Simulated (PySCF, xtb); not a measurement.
In(F)2(Et) (C2H5F2In), SMILES C[CH2][In]([F])[F].

GFN2-xTB run with xtb at its own geometry gives an orbital gap of 2.75 eV and a dipole moment of 7.25 D.

Coordinates come from a PBE0-D3(BJ)/def2-SVP optimisation. The structure was generated by enumeration; whether it is a known compound was not checked. The def2 effective core potentials stand for the cores of In; spin–orbit coupling is left out. The values are those of a single conformer.

Question: What does PBE/def2-TZVP in PySCF give? (An estimate is asked for; the answer gives what the named calculation found.)

Answer: gap 4.68 eV (levels -7.30 and -2.62 eV), dipole 4.86 D.
